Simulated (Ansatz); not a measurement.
`C[CH](C)[GeH]` + HBr → `[GeH][Br]` + propane at 500 K and 1 bar (ligand exchange at a Ge–C bond).

Calculated with Ansatz (gas phase, PBE0-D4/def2-TZVP geometries, no zero-point term in ΔE). CBS: MP2 limit from def2 TZ/QZ plus the TZ coupled-cluster correction, frozen cores. For Br, Ge outer-core shells are correlated without core-valence functions, which leaves a few kJ/mol of doubt a bond. Scalar relativity is left out up to krypton.

```tsv
species	CCSD(T)/CBS energy (Eh)	H − E (kJ/mol)	S (J/(mol·K))
`C[CH](C)[GeH]`	-2195.04052	303.2	402.1
HBr	-2573.91920	30.5	213.7
`[GeH][Br]`	-4650.03665	38.0	299.7
`CCC`	-118.98051	304.1	314.1
```

H − E and S are ideal-gas, rigid-rotor, harmonic terms from PBE0-D4/def2-TZVP, for one conformer and one mirror image of each species. 1 Eh = 2625.50 kJ/mol, R = 8.31446 J/(mol·K).

Q: By hand: ΔE, ΔH, ΔS and ΔG.

A: ΔE = (-4650.03665) + (-118.98051) − (-2195.04052) − (-2573.91920) = -0.05744 Eh = -150.8 kJ/mol. Δ(H − E) = 38.0 + 304.1 − 303.2 − 30.5 = 8.4, so ΔH = -142.4 kJ/mol. ΔS = 299.7 + 314.1 − 402.1 − 213.7 = -2.0 J/(mol·K). ΔG = -142.4 − 500 × (-2.0)/1000 = -141.4 kJ/mol.

Q: By hand: the equilibrium constant, and the temperature at which ΔG would vanish if ΔH and ΔS stayed fixed.

A: log₁₀ K = −ΔG/(RT ln 10) = 14.8. ΔG = 0 at ΔH/ΔS = 71200 K, far beyond where these terms or the molecules hold.

The number of gas molecules stays the same, so ΔS is small and ΔH decides. A doubt of 5 kJ/mol in ΔE shifts log₁₀ K by 0.5 here. Other conformers and mirror images would add mixing entropy, several J/(mol·K) or more a flexible species. Modes under 60 cm⁻¹, often nearly free rotors, make the harmonic entropy too high. These are equilibria of isolated gas molecules and say nothing of rates. Largest T1 diagnostic: 0.011 (customary marks: 0.02 for closed shells, 0.045 for open ones).
